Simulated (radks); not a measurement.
Values are calculated unless marked as measured or tabulated.
The mean radii <r> (bohr) of the occupied orbitals of an atom or ion are listed with their occupations. Level of theory: scalar-relativistic Kohn-Sham, RPBE, spin-polarised, spherical densities, point nucleus (a radial shooting solver on a logarithmic mesh with Libxc functionals).

orbital  occ.      <r>
1s up       1  0.04700
1s down     1  0.04699
2s up       1   0.2081
2s down     1   0.2078
2p up       3   0.1817
2p down     3   0.1817
3s up       1   0.5343
3s down     1   0.5368
3p up       3   0.5259

Name the element and its charge. Open shells, if any, are filled with parallel spins first.

Answer. Z = 32, germanium, charge +17: Ge17+ in [Ne] 3s2 3p3. The 1s radius gives Z: for a bare nucleus <r> = (2 gamma + 1)/(2Z) with gamma = sqrt(1 - (Z/c)^2), 0.04601 bohr for Z = 32, and screening makes it slightly larger (0.04700 here). The occupations add up to 15, and the charge is Z minus that.
